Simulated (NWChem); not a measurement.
Molecule: disilylmethane (CH$_{8}$Si$_{2}$); SMILES C([SiH3])[SiH3]

```xyz
11

Si    -1.5950     0.0010     0.1723
C      0.0000     0.0000    -0.8289
Si     1.5950    -0.0010     0.1723
H     -2.7882     0.0047    -0.7295
H     -1.6653    -1.2126     1.0431
H     -1.6613     1.2122     1.0469
H      0.0005     0.8855    -1.4880
H     -0.0005    -0.8855    -1.4880
H      1.6613    -1.2122     1.0469
H      1.6653     1.2126     1.0431
H      2.7882    -0.0047    -0.7295
```
Atoms are numbered in this order, from 1.

Geometry: optimised at PBE0/def2-SVP.

### Question
Give the principal values of the shielding tensors (ppm) of Si1, C2 from B3LYP/6-311G** (spherical d), GIAO (NWChem), with their diamagnetic and paramagnetic parts as GIAO splits them.

### Answer
```json
[
 {"atom": "Si1", "σ11": "377.8", "σ22": "383.9", "σ33": "459.3", "isotropic": "407.0", "diamagnetic": "880.6", "paramagnetic": "-473.6"},
 {"atom": "C2", "σ11": "188.8", "σ22": "196.9", "σ33": "207.1", "isotropic": "197.6", "diamagnetic": "252.9", "paramagnetic": "-55.4"}
]
```
